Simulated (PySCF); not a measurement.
**Two-component Hartree-Fock for Ag (silver, neutral)**

Start: [Kr] 4d9 5s1 5p1; 4d3/2 filled at m_j = -3/2, -1/2, +1/2, +3/2; 4d5/2 filled at m_j = -3/2, -1/2, +1/2, +3/2, +5/2; 5s1/2 filled at m_j = +1/2; 5p3/2 filled at m_j = +3/2. Calculated with PySCF 2.14 in x2c-TZVPall-2c (8s9p7d1f, 77 functions): generalised Hartree-Fock with the X2C-1e Hamiltonian and a Gaussian nucleus; one run each with spin-orbit coupling (SO) switched off, then screened by Boettger's factors. This is a chosen level, not necessarily the ground level.

```
spinor shell  electrons  ε, spin-free (eV)  ε, screened SO (eV)  weight of nominal j (screened SO)  rms radius, screened SO (bohr)
       1s1/2          2           -25652.0             -25650.0                              1.000                          0.0357
       2s1/2          2            -3868.5              -3868.0                              1.000                           0.146
       2p1/2          2            -3463.6              -3585.1                              1.000                           0.127
       2p3/2          4            -3463.6              -3407.6                              1.000                           0.131
       3s1/2          2            -751.40              -751.28                              1.000                           0.392
       3p1/2          2            -615.08              -637.31                              1.000                           0.387
       3p3/2          4            -615.08              -604.81                              1.000                           0.398
       3d3/2          4            -400.56              -404.53                              0.999                           0.374
       4s1/2          2            -122.42              -122.44                              1.000                           0.975
       4p1/2          2            -80.417              -84.905                              0.988                            1.05
       4p3/2          4            -80.417              -78.371                              0.994                            1.08
       4d3/2          4            -19.631              -20.329                              0.887                            1.44
       4d5/2          5            -19.631              -19.194                              0.910                            1.46
       5s1/2          1            -10.131              -10.151                              0.997                            3.25
       5p3/2          1             -5.006               -4.943                              1.000                            4.51
```

Task: Where does 3d5/2 lie, and what is the 3d spin-orbit splitting (screened SO)?

Result: At -397.83 eV, 6.692 eV above 3d3/2.

| quantity | spin-free | screened SO |
| --- | --- | --- |
| E (hartree) | -5312.11333 | -5313.10230 |
| M_J | 9/2 | 9/2 |
| ⟨J²⟩ | 24.770 | 24.770 |
| ⟨L²⟩ | 12.018 | 12.032 |
| ⟨S²⟩ | 3.752 | 3.767 |

Each row is a mean over spinors that exchange with the open shell spreads, by up to 5.558 eV (4p3/2).

Rows whose weight is well below 1 are mixtures of j = l ± 1/2: exchange outweighs spin-orbit coupling there, and the label is only the starting occupation.

Breit and QED terms are absent; they matter most for the inner s and p1/2 levels.

Densities and radii are taken from the X2C orbitals without a picture-change correction, which distorts them close to the nucleus.

Without spin-orbit coupling the j labels of p, d and f shells carry no meaning; the spin-free column gives the mean over the occupied spinors of each nl shell.
